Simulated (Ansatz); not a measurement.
Geometry optimisation, RKS PBE-D4/6-31G (Ansatz).

input.yaml

```yaml
crystal:
  periodic: [false, false, false]
  atoms:
    - { symbol: C, position_ang: [-0.8901, 1.0769, 1.0974] }
    - { symbol: B, position_ang: [0.4559, 0.8511, 0.3769] }
    - { symbol: C, position_ang: [0.8512, -0.6098, -0.1056] }
    - { symbol: C, position_ang: [2.22939, -0.74514, -0.55107] }
    - { symbol: H, position_ang: [-1.5226, 1.8358, 0.4621] }
    - { symbol: H, position_ang: [-0.7629, 1.5636, 2.0934] }
    - { symbol: H, position_ang: [-1.4838, 0.1786, 1.1893] }
    - { symbol: H, position_ang: [1.255, 1.7677, 0.2319] }
    - { symbol: H, position_ang: [0.07762, -0.92663, -0.88668] }
    - { symbol: H, position_ang: [0.69252, -1.31103, 0.76986] }
    - { symbol: H, position_ang: [2.37227, -0.04933, -1.51731] }
    - { symbol: H, position_ang: [2.46168, -1.75668, -0.88877] }
    - { symbol: H, position_ang: [3.00821, -0.35001, 0.16796] }
basis:
  gaussian: { orbitals: "6-31G" }
hamiltonian:
  xc: pbe
  dispersion: d4
relax:
  f_tol: 0.015
  max_steps: 40
```

Launched with:

```bash
$ ansatz run input.yaml --threads 1 --pin off --max-ram 2048MiB --backend cpu --events-out ev --progress --plain --runs-dir out
```

Where does it end, and by what steps?

The forces met the threshold. Limits of this set-up: no polarisation functions. After 5 steps the energy has fallen by 0.421 eV; H13 moved furthest, 0.13 Å.

```json
{"step": "0", "energy less start (eV)": "0.0000", "largest force component (eV/Å)": "2.939", "accepted": "yes"}
{"step": "1", "energy less start (eV)": "-0.3646", "largest force component (eV/Å)": "1.088", "accepted": "yes"}
{"step": "2", "energy less start (eV)": "-0.3710", "largest force component (eV/Å)": "0.752", "accepted": "yes"}
{"step": "3", "energy less start (eV)": "-0.4153", "largest force component (eV/Å)": "0.225", "accepted": "yes"}
{"step": "4", "energy less start (eV)": "-0.4205", "largest force component (eV/Å)": "0.029", "accepted": "yes"}
{"step": "5", "energy less start (eV)": "-0.4208", "largest force component (eV/Å)": "0.013", "accepted": "yes"}
```

```xyz
13
Properties=species:S:1:pos:R:3
C -0.962 1.112 1.083
B 0.438 0.836 0.424
C 0.879 -0.595 -0.060
C 2.295 -0.741 -0.648
H -1.512 1.869 0.487
H -0.825 1.586 2.077
H -1.608 0.225 1.203
H 1.194 1.777 0.282
H 0.113 -0.935 -0.797
H 0.731 -1.298 0.792
H 2.425 -0.088 -1.529
H 2.515 -1.777 -0.963
H 3.061 -0.446 0.090
```

Whether the end is a true minimum wasn't checked by a vibrational analysis.

Time of the run: 13 s on 1 thread of Arm Neoverse V2 (shared host), peak memory 0.12 GiB.
